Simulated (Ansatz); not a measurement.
`C[O][Ge]([NH2])[Cl]` radical, relaxed with UKS PBE0-D4/def2-TZVP in Ansatz 0.2.0 from a GFN2-xTB geometry. The force threshold is 0.005 eV/Å; the program also tests the step.

Total charge 0; spin multiplicity 2.

Start:

```xyz
10

C    -1.828   -0.277    0.227
O    -0.451   -0.279    0.467
Ge    0.932   -0.501   -0.698
N     2.193    0.418    0.342
Cl    0.534    0.893   -2.347
H    -2.078    0.158   -0.744
H    -2.238   -1.290    0.286
H    -2.289    0.332    1.010
H     2.058    0.283    1.336
H     3.167    0.261    0.120
```

(1) How much energy does the relaxation release, and in how many steps? (An estimate is asked.)

(2) Which bonds change most? (Estimate.)

(3) Give the relaxed structure. (An estimate is asked.)

Results:

(1) Ansatz gave: 0.13 eV, in 18 steps, 1 of them rejected.

(2) Ansatz gave: O2–Ge3 from 1.822 to 1.775 Å; Ge3–N4 from 1.874 to 1.833 Å; C1–O2 from 1.397 to 1.411 Å; Ge3–Cl5 from 2.195 to 2.185 Å.

(3) The calculation gave: 
```xyz
10

C    -1.848   -0.245    0.206
O    -0.505   -0.083    0.608
Ge    0.845   -0.397   -0.500
N     2.234    0.416    0.377
Cl    0.511    0.689   -2.366
H    -2.063    0.292   -0.724
H    -2.108   -1.300    0.072
H    -2.478    0.165    0.998
H     2.265    0.194    1.365
H     3.146    0.268   -0.036
```
